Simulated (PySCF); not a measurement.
Simulated absorption spectrum

Species: C₉H₆N₂.
SMILES: `C#Cc1cn2ccccc2n1`

The calculation used TDDFT CAM-B3LYP/def2-SVPD, vertical, gas phase, core orbitals frozen in the response (PySCF 2.14.0, density-fitted response routines). Geometry: PBE0-D3(BJ)/def2-SVP; no solvent, vibrations or thermal averaging.

Computed states:

| state | E (eV) | f |
| --- | --- | --- |
| S1 | 4.36 | 0.118 |
| S2 | 4.84 | 0.036 |
| S3 | 5.75 | 0.0000 |
| S4 | 5.81 | 0.840 |
| S5 | 5.87 | 0.162 |
| S6 | 5.97 | 0.0005 |

Each state is given a Gaussian of 0.3 eV full width at half maximum, with ε(max) = 2.175×10⁸ f / Δν̃ (Δν̃ the width in cm⁻¹). The cross-section is σ = 3.8235×10⁻²¹ ε cm², given in Mb (10⁻¹⁸ cm²). The width is an assumption, not a result. The curve ends short of the highest state used, and states not computed would add to its high-energy end.

(1) Give the broadened spectrum and its maxima.

(2) Coming from long wavelengths, where does ε first pass 100 L mol⁻¹ cm⁻¹?

(3) On this curve, what absorbance would a 10⁻⁵ mol/L sample give at 308 nm over a 1 cm path?

(4) Does any computed singlet lie in the visible range?

## Answers

(1) 
| λ (nm) | σ (Mb) |
| --- | --- |
| 231.0 | 0.70 |
| 233.4 | 0.15 |
| 235.9 | 0.09 |
| 238.4 | 0.24 |
| 240.8 | 0.70 |
| 243.3 | 1.73 |
| 245.7 | 3.48 |
| 248.2 | 6.07 |
| 250.7 | 8.97 |
| 253.1 | 11.28 |
| 255.6 | 12.40 |
| 258.0 | 11.96 |
| 260.5 | 10.29 |
| 263.0 | 8.28 |
| 265.4 | 7.04 |
| 267.9 | 7.40 |
| 270.4 | 10.07 |
| 272.8 | 14.91 |
| 275.3 | 21.79 |
| 277.7 | 29.04 |
| 280.2 | 35.64 |
| 282.7 | 39.73 |
| 285.1 | 40.39 |
| 287.6 | 37.67 |
| 290.0 | 32.54 |
| 292.5 | 25.82 |
| 295.0 | 18.98 |
| 297.4 | 13.20 |
| 299.9 | 8.45 |
| 302.3 | 5.18 |
| 304.8 | 2.93 |
| 307.3 | 1.56 |
| 309.7 | 0.81 |
| 312.2 | 0.39 |
| 314.7 | 0.18 |
| 317.1 | 0.08 |

Maxima: 284 nm (4.36 eV), ε about 11000, made up of S1 (100%); 256 nm (4.84 eV), ε about 3300, made up of S2 (100%) (ε in L mol⁻¹ cm⁻¹; maxima over ε = 5, shares over 10%). At its high-energy end, 5.37 eV, the curve is still rising (ε about 200, from S4).

(2) At about 312 nm (3.97 eV), 0.39 eV below S1.

(3) 308 nm is 4.025 eV, where ε is about 340 L mol⁻¹ cm⁻¹, so A = ε c l ≈ 0.0034 (Beer–Lambert, with the gas-phase spectrum and the assumed width).

(4) No computed singlet lies in the visible range (380 to 750 nm); the lowest, at 284 nm, stands 1.10 eV above its violet end (3.26 eV).

Cost: about 4 min of CPU time on one thread; the machine was shared, so the figure is rough.
